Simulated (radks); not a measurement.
The numbers below are computed, except where a source is named.
Task: These are the eigenvalues of the occupied orbitals of an atom or ion with whole-number occupations (eV). Level of theory: non-relativistic Kohn-Sham, LDA (Slater exchange, Perdew-Wang correlation), spin-unpolarised, spherical densities, point nucleus (a radial shooting solver on a logarithmic mesh with Libxc functionals).

orbital  eigenvalue
1s        -36977.00
2s        -5797.452
2p        -5484.510
3s        -1307.410
3p        -1172.480
3d        -920.3496
4s        -329.9342
4p        -279.9341
4d        -192.2043
5s        -112.0501
5p         -96.2336

Which element is it, and in what charge state? The configuration may be excited.

Result: Z = 57, lanthanum, charge +7: La7+ in [Kr] 4d10 5s2 5p2. The list shows which subshells hold electrons but not how many an open one holds; the 1s level, -1358.9 hartree, gives Z - s = 52.1 by -(Z - s)^2/2, which with screening narrows Z to a few neighbours, and the depths of the outer levels then fix element, charge and occupations together.
